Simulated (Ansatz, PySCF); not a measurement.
C4H9FSi, SMILES [SiH2](/C=C\F)CC.

The structure is a stationary point at PBE-D3(BJ)/def2-SVP. The structure was generated by enumeration; whether it is a known compound was not checked. Other conformers were not sampled.

Vertical ionisation energy (IE) and electron affinity (EA) in eV. Rows of orbital energies are one-electron estimates. Where ΔSCF, EOM or ADC give a negative EA the extra electron is unbound and the value depends on the basis.

| level | IE | EA |
|---|---|---|
| −ε(HOMO), −ε(LUMO), M06-2X/def2-TZVP (PySCF) | 8.86 | -0.46 |
| −ε(HOMO), −ε(LUMO), PBE/def2-TZVP (PySCF) | (withheld) | (withheld) |
| ΔSCF, CAM-B3LYP/def2-SVPD (Ansatz), final states of multiplicity 2 and 2 | 9.91 | -1.35 |
| ΔSCF, PBE/def2-SVPD (Ansatz), final states of multiplicity 2 and 2 | 9.39 | -1.17 |

**Question.** Some entries are withheld; supply them. (An estimate is asked for; the answer gives what the named calculation found.)

**Answer.** 
- −ε(HOMO), −ε(LUMO), PBE/def2-TZVP (PySCF), IE: 6.40
- −ε(HOMO), −ε(LUMO), PBE/def2-TZVP (PySCF), EA: 1.39

**Question.** What vertical singlet–triplet gap does ΔSCF give with CAM-B3LYP/def2-SVPD (Ansatz, a first-principles code) and with PBE/def2-SVPD (Ansatz)? (The exact figures need the calculation; the answer reports its results.)

**Answer.** 4.07 and 4.12 eV (triplet above singlet where positive).
